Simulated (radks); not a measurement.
Values are calculated unless marked as measured or tabulated.
Question: P1.8+, 13.2 electrons, occupied as [Ne] 3s(up 1, down 0.2) 3p2 (fractional occupations, a model configuration). Code: a radial shooting solver on a logarithmic mesh with Libxc functionals. Model: non-relativistic Kohn-Sham, PBE, spin-polarised, spherical densities, point nucleus; open shells are filled with parallel spins first. Some entries of the table are withheld. Estimate them.

| orbital | occ. | eigenvalue (eV) | <1/r> (bohr^-1) | r(max) (bohr) |
|---|---|---|---|---|
| 1s up | 1 | -2099.963 | 14.56 | 0.06803 |
| 1s down | 1 | -2099.527 | 14.56 | 0.06803 |
| 2s up | 1 | (1) | 2.809 | 0.4202 |
| 2s down | 1 | (2) | 2.809 | 0.4205 |
| 2p up | 3 | -146.2860 | 2.708 | 0.3543 |
| 2p down | 3 | -145.6367 | 2.709 | 0.3547 |
| 3s up | 1 | -33.5035 | 0.7814 | 1.522 |
| 3s down | 0.2 | -29.6815 | 0.7874 | 1.496 |
| 3p up | 2 | -23.8840 | 0.6839 | (3) |
| 3p down | 0 | -20.1411 | 0.6767 | (4) |

Answer: 
(1) 2s up eigenvalue (eV): -194.7510
(2) 2s down eigenvalue (eV): -194.2016
(3) 3p up r(max) (bohr): 1.675
(4) 3p down r(max) (bohr): 1.661
